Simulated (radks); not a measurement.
The numbers below are computed, except where a source is named.
Initial-state core-level shifts of the thulium ion Tm+ when its valence configuration changes from [Xe] 4f13 6s1. Code: a radial shooting solver on a logarithmic mesh with Libxc functionals. Model: scalar-relativistic Kohn-Sham, BLYP, spin-polarised, spherical densities, finite nucleus; open shells are filled with parallel spins first (spin-orbit coupling, left out, can overturn this in heavy ions); Fermi nuclear charge, rms radius 5.2256 fm. Shifts are changes of the shell-averaged eigenvalues in eV (positive: less bound); the change of the density at the nucleus, which sets a Mossbauer isomer shift, is in e/bohr^3, on a base of 1.003e+06.

| valence | 2p | 4p | 4d | 5p | density at nucleus |
|---|---|---|---|---|---|
| 4f12 5d1 6s1 | -6.994 | -7.401 | -7.188 | -3.276 | +40.7 |
| 4f14 | +6.236 | +6.598 | +6.493 | +4.089 | -67.9 |
| 4f13 5d1 | +1.382 | +1.376 | +1.394 | +1.456 | -46.3 |
| 4f12 6s2 | -9.287 | -9.668 | -9.471 | -5.474 | +101.3 |
| 4f12 6s1 6p1 | -10.572 | -10.953 | -10.758 | -6.723 | +49.2 |
| 4f13 6s0.5 6p0.5 | -0.722 | -0.720 | -0.722 | -0.737 | -22.5 |
| 4f13 6p1 | -1.426 | -1.421 | -1.426 | -1.453 | -45.5 |
| 4f12.5 6s1.5 | -4.378 | -4.575 | -4.488 | -2.662 | +46.4 |
| 4f13.5 6s0.5 | +3.612 | +3.806 | +3.742 | +2.313 | -38.1 |
